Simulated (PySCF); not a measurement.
Compound: C6H13GeN.
Z-matrix (Å and degrees, PBE0-D3(BJ)/def2-SVP geometry), rows numbered from 1:
```
C 
C   1  1.5201
C   2  1.5312  1  113.42
C   3  1.5054  2  113.27  1  -174.12
C   4  1.3424  3  121.40  2  -121.19
C   5  1.5023  4  120.45  3    -0.88
Ge  6  1.9651  5  102.69  4    -1.83
N   7  1.8402  3  117.85  2  -125.11
H   1  1.1007  2  111.63  3   179.13
H   1  1.1022  2  111.43  3   -60.76
H   1  1.1021  2  111.09  3    58.94
H   2  1.1046  1  109.90  3   122.78
H   2  1.1060  1  109.28  3  -122.03
H   3  1.1070  2  108.10  1   -52.52
H   4  1.0978  3  118.56  2    57.71
H   5  1.0966  4  120.09  3   179.05
H   6  1.1030  5  111.88  4   119.55
H   6  1.1033  5  112.40  4  -121.04
H   7  1.5423  3  113.45  2    -0.64
H   8  1.0168  7  114.39  3    77.70
H   8  1.0170  7  114.26  3   -47.73
```

The calculation used PBE0-D3(BJ)/def2-SVP geometry optimisation, gas phase (PySCF 2.14.0).

Take the most abundant isotopes and a rigid rotor. The values belong to one conformer with, in the numbering `[CH3:1][CH2:2][C@@H:3]1[CH:4]=[CH:5][CH2:6][Ge@H:7]1[NH2:8]`, C1–C2–C3–C4 -174°, C6–Ge7–N8–H -176° and 58°.

Q: What are A, B and C (GHz)?

A: Ia = 271.21, Ib = 374.36, Ic = 562.95 u·Å²; 505379 MHz·u·Å²/I gives 1863, 1350 and 897.7 MHz, that is A = 1.8634, B = 1.3500, C = 0.8977 GHz.

Q: What kind of rotor is it?

A: An asymmetric top. Ray's parameter κ = (2B − A − C)/(A − C) = -0.063; −1 is the prolate and +1 the oblate limit.

Q: What does the inertial defect say?

A: Not planar: Δ = Ic − Ia − Ib = -82.62 u·Å². For a rigid frame Δ = −2 Σ m c², so Σ m c² = 41.31 u·Å² lies off the ab plane: 15.69 from hydrogen and 25.62 from heavier atoms. The atom farthest from that plane is 1.75 Å away.

Q: Give the coordinates in the principal-axis frame, origin at the centre of mass.

A: The sense of each axis is arbitrary; atoms in the order of the calculation.
```tsv
atom	mass (u)	a (Å)	b (Å)	c (Å)
C1	12.000	2.981	-0.869	0.126
C2	12.000	2.292	0.483	0.209
C3	12.000	0.965	0.538	-0.554
C4	12.000	0.355	1.914	-0.588
C5	12.000	-0.870	2.148	-0.090
C6	12.000	-1.678	1.029	0.502
Ge7	73.921	-0.514	-0.532	0.236
N8	14.003	-1.348	-1.771	-0.838
H9	1.008	3.938	-0.871	0.670
H10	1.008	2.355	-1.667	0.556
H11	1.008	3.192	-1.143	-0.921
H12	1.008	2.118	0.753	1.266
H13	1.008	2.969	1.264	-0.185
H14	1.008	1.148	0.188	-1.588
H15	1.008	0.941	2.738	-1.015
H16	1.008	-1.287	3.162	-0.112
H17	1.008	-1.918	1.211	1.563
H18	1.008	-2.645	0.891	-0.013
H19	1.008	-0.107	-1.290	1.517
H20	1.008	-0.824	-2.633	-0.969
H21	1.008	-1.613	-1.419	-1.754
```

Q: Where do the levels up to J = 5 lie, in cm⁻¹?

A: Above 0(0,0):
J = 1: 1(0,1) 0.0750, 1(1,1) 0.0921, 1(1,0) 0.1072
J = 2: 2(0,2) 0.2184, 2(1,2) 0.2270, 2(1,1) 0.2722, 2(2,1) 0.3236, 2(2,0) 0.3301
J = 3: 3(0,3) 0.4227, 3(1,3) 0.4258, 3(1,2) 0.5144, 3(2,2) 0.5485, 3(2,1) 0.5757, 3(3,1) 0.6753, 3(3,0) 0.6773
J = 4: 4(0,4) 0.6855, 4(1,4) 0.6864, 4(1,3) 0.8254, 4(2,3) 0.8431, 4(2,2) 0.9069, 4(3,2) 0.9843, 4(3,1) 0.9963, 4(4,1) 1.1498, 4(4,0) 1.1502
J = 5: 5(0,5) 1.0074, 5(1,5) 1.0077, 5(1,4) 1.1967, 5(2,4) 1.2038, 5(2,3) 1.3171, 5(3,3) 1.3685, 5(3,2) 1.4057, 5(4,2) 1.5388, 5(4,1) 1.5428, 5(5,1) 1.7480, 5(5,0) 1.7481

Q: Which types of transition are allowed, and where do some lines up to J = 2 fall?

A: The dipole components are |μa| = 0.69 D, |μb| = 0.08 D, |μc| = 0.93 D. Intensities carry the squares of the components, which stand as 0.55 : 0.01 : 1.00 (a : b : c). Some lines, for components of 0.1 D or more:

```json
{"type": "a", "branch": "Q", "J(Ka,Kc)": "1(1,0) ← 1(1,1)", "MHz": "452", "lower level (cm⁻¹)": "0.092"}
{"type": "c", "branch": "Q", "J(Ka,Kc)": "1(1,1) ← 1(0,1)", "MHz": "513", "lower level (cm⁻¹)": "0.075"}
{"type": "a", "branch": "Q", "J(Ka,Kc)": "2(1,1) ← 2(1,2)", "MHz": "1357", "lower level (cm⁻¹)": "0.227"}
{"type": "c", "branch": "Q", "J(Ka,Kc)": "2(2,1) ← 2(1,1)", "MHz": "1540", "lower level (cm⁻¹)": "0.272"}
{"type": "a", "branch": "R", "J(Ka,Kc)": "1(0,1) ← 0(0,0)", "MHz": "2248", "lower level (cm⁻¹)": "0.000"}
{"type": "c", "branch": "R", "J(Ka,Kc)": "1(1,0) ← 0(0,0)", "MHz": "3213", "lower level (cm⁻¹)": "0.000"}
{"type": "a", "branch": "R", "J(Ka,Kc)": "2(1,2) ← 1(1,1)", "MHz": "4043", "lower level (cm⁻¹)": "0.092"}
{"type": "a", "branch": "R", "J(Ka,Kc)": "2(0,2) ← 1(0,1)", "MHz": "4301", "lower level (cm⁻¹)": "0.075"}
{"type": "a", "branch": "R", "J(Ka,Kc)": "2(1,1) ← 1(1,0)", "MHz": "4948", "lower level (cm⁻¹)": "0.107"}
{"type": "c", "branch": "R", "J(Ka,Kc)": "2(1,1) ← 1(0,1)", "MHz": "5913", "lower level (cm⁻¹)": "0.075"}
{"type": "c", "branch": "R", "J(Ka,Kc)": "2(2,0) ← 1(1,0)", "MHz": "6683", "lower level (cm⁻¹)": "0.107"}
{"type": "c", "branch": "R", "J(Ka,Kc)": "2(2,1) ← 1(1,1)", "MHz": "6940", "lower level (cm⁻¹)": "0.092"}
```

Q: Estimate the classical rotational partition function at 25 K, 100 K and 298.15 K.

A: Point group C1, symmetry number σ = 1; q = (√π/σ)·√((kT/h)³/(ABC)), k/h = 20836.6 MHz/K: 14000 at 25 K, 112000 at 100 K, 578000 at 298.15 K.

PBE0-D3(BJ)/def2-SVP frequencies: not computed here. No vibrational averaging or centrifugal distortion is included, and the geometry carries the error of its method. A rigid rotor knows nothing of inversion at nitrogen or internal rotation, which can split or shift real lines. Quadrupole hyperfine structure (14N) is left out.
